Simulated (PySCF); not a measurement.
Species: C₄H₁₇NSi₃.
Atom-mapped SMILES: `[CH3:1][C:2]([CH3:3])([CH3:4])[SiH2:5][N:6]([SiH3:7])[SiH3:8]` (hydrogens: H9, H10, H11 on C1; H12, H13, H14 on C3; H15, H16, H17 on C4; H18, H19 on Si5; H20, H21, H22 on Si7; H23, H24, H25 on Si8)

Structure used (GFN2-xTB), in Å, numbered top down from 1:
```xyz
25
C4H17NSi3 angstrom
C     -1.2714    1.3731   -0.6467
C     -1.3145   -0.0041    0.0158
C     -2.6422   -0.6781   -0.3317
C     -1.2305    0.1756    1.5318
Si     0.1326   -1.0919   -0.6091
N      1.6881   -0.4047   -0.2171
Si     2.4503   -0.7018    1.3221
Si     2.4446    0.7779   -1.2494
H     -2.0869    1.9990   -0.2820
H     -0.3310    1.8762   -0.4298
H     -1.3663    1.2860   -1.7272
H     -2.7132   -1.6557    0.1399
H     -2.7341   -0.8154   -1.4068
H     -3.4827   -0.0724    0.0083
H     -1.2869   -0.7858    2.0386
H     -2.0505    0.7986    1.8912
H     -0.2917    0.6507    1.8106
H      0.0626   -1.2241   -2.0679
H      0.0697   -2.4181    0.0139
H      3.8322   -1.1161    1.0726
H      1.7008   -1.7535    2.0020
H      2.4472    0.5288    2.1228
H      1.7236    0.7956   -2.5178
H      2.3980    2.1015   -0.6153
H      3.8411    0.3827   -1.4407
```

Computed at PBE0/pcSseg-1 (PySCF, non-relativistic), with Q(14N) = 0.02044 b: N6, 14N (I = 1): χzz = -2.751 MHz, η = 0.020.

Where would the pure quadrupole (NQR) lines of 14N at N6 fall for the rigid, isolated species?

From ν± = (3/4)|χ|(1 ± η/3) and ν0 = |χ|η/2: ν+ 2.077 MHz, ν− 2.049 MHz, ν0 0.028 MHz (nitrogen bridging silicon atoms).

In a crystal, neighbours and librations shift these lines. GFN2-xTB bond lengths can be off by several hundredths of an ångström, more for odd bonds, and the gradients follow them. These gradients aren't converged with respect to the basis.

One conformer stands for the species.
